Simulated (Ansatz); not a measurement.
CH₇ClSSi₂ (`C[SiH2]S[SiH2]Cl`), relaxed with RKS PBE0-D4/def2-TZVP in the Gaussian-basis code of Ansatz from a PBE-D4/def2-SVP geometry. The force threshold is 0.005 eV/Å; the program also tests the step.

The species carries charge 0 and has multiplicity 1.

Start:

```xyz
12

C     1.827   -0.799    0.038
Si    0.730    0.368   -0.947
S    -0.356    1.738    0.358
Si   -2.035    0.431    0.669
Cl   -3.000    1.013    2.415
H     2.558   -0.224    0.641
H     2.386   -1.474   -0.643
H     1.221   -1.421    0.727
H     1.536    1.242   -1.864
H    -0.273   -0.407   -1.765
H    -3.026    0.525   -0.454
H    -1.569   -0.991    0.825
```

Question: By how much does the energy fall, and how many steps does the optimiser take? (An estimate is asked.)

Answer: Computed: 0.06 eV, in 13 steps.

Question: Which bonds change most? (An estimate is asked.)

Answer: Computed: Si2–S3 from 2.181 to 2.151 Å; S3–Si4 from 2.151 to 2.121 Å; Si4–Cl5 from 2.078 to 2.050 Å; Si4–H12 from 1.504 to 1.483 Å.

Question: Give the relaxed structure. (Best estimate.)

Answer: Ansatz gave: 
```xyz
12

C     1.862   -0.796    0.006
Si    0.703    0.356   -0.885
S    -0.310    1.673    0.482
Si   -2.021    0.433    0.659
Cl   -3.103    1.064    2.282
H     2.612   -0.230    0.562
H     2.377   -1.445   -0.708
H     1.314   -1.423    0.712
H     1.431    1.226   -1.842
H    -0.338   -0.413   -1.625
H    -2.895    0.533   -0.531
H    -1.631   -0.979    0.889
```
